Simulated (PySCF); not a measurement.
## Mayer bond orders and bond lengths

Species: C₇H₄F₄.
SMILES with atom numbers: `[F:1][c:2]1[cH:3][cH:4][cH:5][c:6]([C:7]([F:8])([F:9])[F:10])[cH:11]1` (hydrogens: H12 on C3; H13 on C4; H14 on C5; H15 on C11)

Structure used (GFN2-xTB), in Å, numbered top down from 1:
```xyz
15
C7H4F4 angstrom
F     -1.8712    2.4697   -0.1959
C     -1.2891    1.2628   -0.1169
C     -2.0855    0.1310   -0.0808
C     -1.4784   -1.1102   -0.0019
C     -0.0985   -1.2153    0.0434
C      0.6772   -0.0642    0.0053
C      2.1750   -0.1713    0.0925
F      2.6036   -0.1474    1.3698
F      2.8055    0.8323   -0.5327
F      2.6450   -1.3099   -0.4371
C      0.0915    1.1912   -0.0732
H     -3.1587    0.2329   -0.1153
H     -2.0844   -2.0020    0.0251
H      0.3771   -2.1817    0.1020
H      0.6864    2.0900   -0.1061
```

Bond orders from the PBE0/pcSseg-1 density (PySCF). Geometry: GFN2-xTB; no solvent, vibrations or thermal averaging.

Where do the orders between heavy atoms depart from those drawn in the SMILES?

The largest departure is 0.151, at C6–C11 (drawn aromatic, 1.349), counting aromatic bonds as 1.5. The bonds drawn aromatic range from 1.35 to 1.43.

Set the Mayer orders of the bonds beside their lengths.

```json
{"bond": "F1–C2", "drawn as": "single", "length (Å)": "1.342", "Mayer order": "0.888"}
{"bond": "C2–C3", "drawn as": "aromatic", "length (Å)": "1.384", "Mayer order": "1.431"}
{"bond": "C3–C4", "drawn as": "aromatic", "length (Å)": "1.384", "Mayer order": "1.418"}
{"bond": "C4–C5", "drawn as": "aromatic", "length (Å)": "1.385", "Mayer order": "1.433"}
{"bond": "C5–C6", "drawn as": "aromatic", "length (Å)": "1.389", "Mayer order": "1.389"}
{"bond": "C6–C7", "drawn as": "single", "length (Å)": "1.504", "Mayer order": "1.006"}
{"bond": "C7–F8", "drawn as": "single", "length (Å)": "1.348", "Mayer order": "1.007"}
{"bond": "C7–F9", "drawn as": "single", "length (Å)": "1.340", "Mayer order": "0.996"}
{"bond": "C7–F10", "drawn as": "single", "length (Å)": "1.341", "Mayer order": "0.995"}
{"bond": "C6–C11", "drawn as": "aromatic", "length (Å)": "1.388", "Mayer order": "1.349"}
{"bond": "C11–C2", "drawn as": "aromatic", "length (Å)": "1.383", "Mayer order": "1.419"}
{"bond": "C3–H12", "drawn as": "single", "length (Å)": "1.079", "Mayer order": "0.947"}
{"bond": "C4–H13", "drawn as": "single", "length (Å)": "1.079", "Mayer order": "0.957"}
{"bond": "C5–H14", "drawn as": "single", "length (Å)": "1.079", "Mayer order": "0.962"}
{"bond": "C11–H15", "drawn as": "single", "length (Å)": "1.078", "Mayer order": "0.951"}
```

By pair of heavy elements: C–F: lowest F1–C2 (0.888, 1.342 Å), highest C7–F8 (1.007, 1.348 Å); in 1 of the 6 pairs the longer bond (by over 0.003 Å) has the higher order (by 0.02 or more). C–C: lowest C6–C7 (1.006, 1.504 Å), highest C4–C5 and C2–C3 (1.433, 1.385 Å). Bonds named together lie within 0.004.

Sum the orders of all bonds at each heavy atom with more than one neighbour and set the sums beside the valence in the SMILES.

C2 3.738 (drawn 4), C3 3.796 (drawn 4), C4 3.808 (drawn 4), C5 3.784 (drawn 4), C6 3.744 (drawn 4), C7 4.004 (drawn 4), C11 3.719 (drawn 4). Orders between atoms that aren't bonded are not in these sums.

For a closed shell the Mayer order of atoms A and B is Σ (PS)μν (PS)νμ over the basis functions μ on A and ν on B, with P the density and S the overlap matrix.
